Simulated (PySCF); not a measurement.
**From a computed spectrum to the compound**

A species of 4 atoms with charge 3 has these harmonic modes (B3LYP, small Gaussian bases with core potentials, PySCF 2.14.0):

```csv
cm⁻¹,km/mol,symmetry
210,17.0,a'
398,99.2,a'
532,0.0,a''
1103,18.7,a'
2453,378.1,a'
2474,274.4,a''
```

Task: Which species is it, and in which structure?

Result: [Dy(H2S)]3+ (singlet in the valence; each metal's 4f electrons, 9 of them, lie in its core potential, out of spins and levels):
```xyz
4

Dy    0.0000   -0.0016   -0.4791
S     0.0000   -0.0369    2.2816
H     1.0503    0.7172    2.7715
H    -1.0503    0.7172    2.7715
```
Ideal gas at 298.15 K and 1 bar: S = 303.4 J/(mol K), Cp = 53.2 J/(mol K), H − H(0 K) = 12.8 kJ/mol (rigid rotor, harmonic modes, spin degeneracy alone, that of the 4f electrons in the core included). An lcecp potential fixes the number of 4f electrons, so in runs with it no electron can move into or out of that shell.
 The answer isn't unique; the calculation gave this one.
